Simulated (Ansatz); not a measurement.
Problem. Name a neutral molecule of F, Se, Si and H with HOMO energy (B3LYP/def2-TZVPP) between -7.25 and -6.95 eV and HOMO–LUMO gap (PBE/def2-TZVPP) between 4.55 and 4.85 eV (Ansatz, PBE0-D4/def2-TZVP geometry).

Solution. `F[SiH]1[SiH2][Se]1` (-7.14 eV, 4.73 eV). Other molecules can fit too; these were computed, each in one conformer that needn't be the lowest.

B3LYP here is the variant with VWN-RPA as its local correlation; programs differ in this.
